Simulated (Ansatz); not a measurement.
Reactions of `C[S][Cd][OH]`.

Computed with Ansatz on PBE0-D4/def2-TZVP structures; ΔE is electronic, products minus reactants. CCSD(T)/CBS is the MP2 limit (def2-TZVPP, def2-QZVPP) plus CCSD(T) − MP2 in def2-TZVPP, frozen cores. This one scheme is used for every species, atoms too. DFT in def2-TZVPP. No spin–orbit coupling; open shells (•) take unrestricted orbitals. Spin–orbit coupling would lower the free atoms: a little for C, O, S. Elements past krypton have def2 core potentials. Bonds to Cd, Sn are less sure, by a few kJ/mol each and by 10 to 20 or more in all where they break to atoms, as the def2 sets lack core-valence functions. Each species was taken in one conformer, which may not be the lowest.

```tsv
reaction	MP2/CBS(def2) (kJ/mol)	ωB97X-V (kJ/mol)
`C[S][Cd][OH]` + `C[O][SnH]([F])[Cl]` → `C[O][Cd][OH]` + `C[S][SnH]([F])[Cl]`	49	44
`C[S][Cd][OH]` + HCl → `C[S][Cd][Cl]` + H₂O	-120	-117
`C[S][Cd][OH]` + CH₃OH → `C[O][Cd][OH]` + CH₃SH	93	80
`C[S][Cd][OH]` → `[CH2]` (triplet) + `[OH][Cd][SH]`	424	419
`C[S][Cd][OH]` + CH₃SH → `C[S][Cd][S]C` + H₂O	-81	-67
`C[S][Cd][OH]` + H₂S → `[OH][Cd][SH]` + CH₃SH	-11	-14
`C[S][Cd][OH]` → C• + Cd (atom) + 4 H• + O• + S•	2525	2488
```

Q: Give the CCSD(T)/CBS values in the same order. (Best estimate.)

A: Ansatz gave: 48, -119, 87, 409, -76, -12, 2477 kJ/mol.

Largest T1 diagnostic: 0.017, for `C[O][Cd][OH]`.
